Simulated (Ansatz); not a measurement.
H₂BiCl (SMILES [Cl][BiH2]), singlet, at a GFN2-xTB geometry (such geometries of metal compounds can be far from the true shape) (core potentials on Bi), with bond 4-1 at 1.4 times its length; CASSCF(4,3)/def2-SVP in Ansatz (a quantum-chemistry and plane-wave program).

Input for Ansatz:
Ansatz 0.2 input:
```yaml
crystal:
  periodic: [false, false, false]
  atoms:
    - {symbol: Bi, position_ang: [-0.26426668, -0.20983171, 0.24446008]}
    - {symbol: H, position_ang: [-1.60991257, 0.33248575, -0.77194868]}
    - {symbol: H, position_ang: [-0.11200694, -1.61457574, -0.82393547]}
    - {symbol: Cl, position_ang: [2.05385226, 1.62377800, -1.63731479]}
basis:
  gaussian:
    orbitals: def2-SVP
hamiltonian:
  xc: hf
magnetization: {spin_polarized: false}
correlation: {active_space: {window: {electrons: 4, orbitals: 3}}}
```

Output, abridged:

```
Functional definition: HF
593 factors; integrals over basis functions are off by at most 4.5e-4 eV
mean field evaluation 1: about -18338.2407 eV, gradient 2.1e1 eV
mean field evaluation 2: about -18338.2680 eV, gradient 2.1e1 eV
mean field evaluation 4: about -18340.3057 eV, gradient 1.7e0 eV
mean field evaluation 8: about -18340.3376 eV, gradient 1.4e-1 eV
mean field -18340.33802094 eV, -673.9949907420 hartree, gradient 1.3e-6 eV, S^2 0.000000; 0 other end points of the search recorded, 0 dependent functions left out
reference -18340.33802094 eV, -673.9949907420 hartree; 21, 21 occupied and 33, 33 virtual orbitals, 593 factors
state -18341.24070724 eV, -674.0281638515 hartree
Total energy: -18341.24070724 eV, -674.0281638515 hartree
```
